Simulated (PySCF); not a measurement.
Input file for PySCF: D3(BJ) and D4 dispersion corrections on HF (SMILES F).

```python
from pyscf import gto
from pyscf.dispersion import dftd3, dftd4

mol = gto.M(
    atom='''
    F    -0.00000000    0.00000000    0.46222970
    H     0.00000000   -0.00000000   -0.46222970
    ''',
    basis='def2-svp',
    charge=0, spin=0, verbose=0, max_memory=1800)
d3, d4 = {}, {}
for xc in ['hf', 'pbe', 'blyp', 'revpbe', 'tpss', 'r2scan', 'b3lyp', 'pbe0', 'bhlyp', 'camb3lyp', 'b2plyp']:
    d3[xc] = float(dftd3.DFTD3Dispersion(mol, xc=xc, version='d3bj', atm=False).get_dispersion()['energy'])
    print(f'D3(BJ) {xc:10s} {d3[xc]:14.8f} Eh')
for xc in ['hf', 'pbe', 'blyp', 'revpbe', 'tpss', 'r2scan', 'b3lyp', 'pbe0', 'bhlyp', 'camb3lyp', 'b2plyp']:
    d4[xc] = float(dftd4.DFTD4Dispersion(mol, xc={'camb3lyp': 'cam-b3lyp'}.get(xc, xc), atm=True).get_dispersion()['energy'])
    print(f'D4     {xc:10s} {d4[xc]:14.8f} Eh')
```

Program output:

```
D3(BJ) hf            -0.00144826 Eh
D3(BJ) pbe           -0.00011325 Eh
D3(BJ) blyp          -0.00022573 Eh
D3(BJ) revpbe        -0.00033590 Eh
D3(BJ) tpss          -0.00013210 Eh
D3(BJ) r2scan        -0.00002667 Eh
D3(BJ) b3lyp         -0.00018000 Eh
D3(BJ) pbe0          -0.00008692 Eh
D3(BJ) bhlyp         -0.00012796 Eh
D3(BJ) camb3lyp      -0.00006631 Eh
D3(BJ) b2plyp        -0.00007317 Eh
D4     hf            -0.00035469 Eh
D4     pbe           -0.00006967 Eh
D4     blyp          -0.00016855 Eh
D4     revpbe        -0.00034659 Eh
D4     tpss          -0.00009502 Eh
D4     r2scan        -0.00001683 Eh
D4     b3lyp         -0.00010997 Eh
D4     pbe0          -0.00005567 Eh
D4     bhlyp         -0.00006356 Eh
D4     camb3lyp      -0.00005298 Eh
D4     b2plyp        -0.00004760 Eh
```

The run finished.

Cost: very roughly 0.03 core-seconds.
